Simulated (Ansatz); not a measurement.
Start from `N=[CH][Al]([SH])[Cl]` and change one atom or group to get `[SH][Al]([Cl])[Br]`.

Ansatz, PBE0-D4/def2-TZVP geometries, multiplicity 1. Each molecule was computed in one conformer, which needn't be the lowest.

Scalar relativity is left out up to krypton. Spin–orbit coupling is left out; it splits and shifts lone-pair levels of the heavy atoms by tenths of an eV.

```tsv
property	`N=[CH][Al]([SH])[Cl]`
HOMO energy (ωB97M-V/def2-TZVPP) / eV	-9.51
HOMO energy (PBE0/def2-TZVPP) / eV	-7.25
size of the dipole moment (ωB97M-V/def2-TZVPP) / D	1.41
zero-point energy (PBE0-D4/def2-TZVP) / kJ/mol	110.8
HOMO–LUMO gap (ωB97M-V/def2-TZVPP) / eV	9.42
LUMO energy (PBE0/def2-TZVPP) / eV	-2.03
```

Task: What does the change do to each property? (Best estimate.)

Result: Ansatz gave: 
```csv
property,`[SH][Al]([Cl])[Br]`,shift
HOMO energy (ωB97M-V/def2-TZVPP) / eV,-10.41,-0.90
HOMO energy (PBE0/def2-TZVPP) / eV,-8.24,-0.99
size of the dipole moment (ωB97M-V/def2-TZVPP) / D,1.02,-0.39
zero-point energy (PBE0-D4/def2-TZVP) / kJ/mol,33.1,-77.7
HOMO–LUMO gap (ωB97M-V/def2-TZVPP) / eV,11.01,1.59
LUMO energy (PBE0/def2-TZVPP) / eV,-1.13,0.90
```

With PBE0 the HOMO falls by 0.99 eV and the LUMO rises by 0.90 eV, so the gap widens by about 1.89 eV. PBE moves the HOMO by -1.11 eV and ωB97M-V by -0.90 eV. The zero-point energy changes by -77.7 kJ/mol with -9 modes. Dipoles are sizes alone; their direction can turn.
